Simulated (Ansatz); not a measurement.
Basis-set extrapolation for C$_{2}$H$_{3}$Cl$_{2}$Si, SMILES `[CH]=C[SiH](Cl)Cl` radical (PBE0-D4/def2-TZVP geometry, frozen core, Ansatz). Multiplicity 2, UHF reference.

```tsv
	def2-TZVPP	def2-QZVPP
HF	-1285.515166	-1285.552888
MP2 correlation	-0.765958	-0.834161
CCSD(T) correlation	-0.869779	not run
```

Energies in hartree. Use E(X) = E(∞) + A·exp(−7.88·√X) for Hartree–Fock and E(X) = E(∞) + B·X^(−2.97) for correlation, with X = 3 and 4, and add CCSD(T) minus MP2 of the smaller set to the MP2 limit.

Task: What is the CCSD(T) energy at the basis-set limit?

Result: HF limit: -1285.552888 + (-0.037722) × 0.13774 = -1285.55808. MP2 limit: -0.834161 + (-0.068203) × 0.74074 = -0.88468. Higher-order term: -0.869779 − (-0.765958) = -0.10382. Total: -1286.54658 hartree, 101.4 kcal/mol below CCSD(T)/def2-TZVPP.

The UHF reference is spin-contaminated (⟨S²⟩ = 0.92, T1 = 0.026).
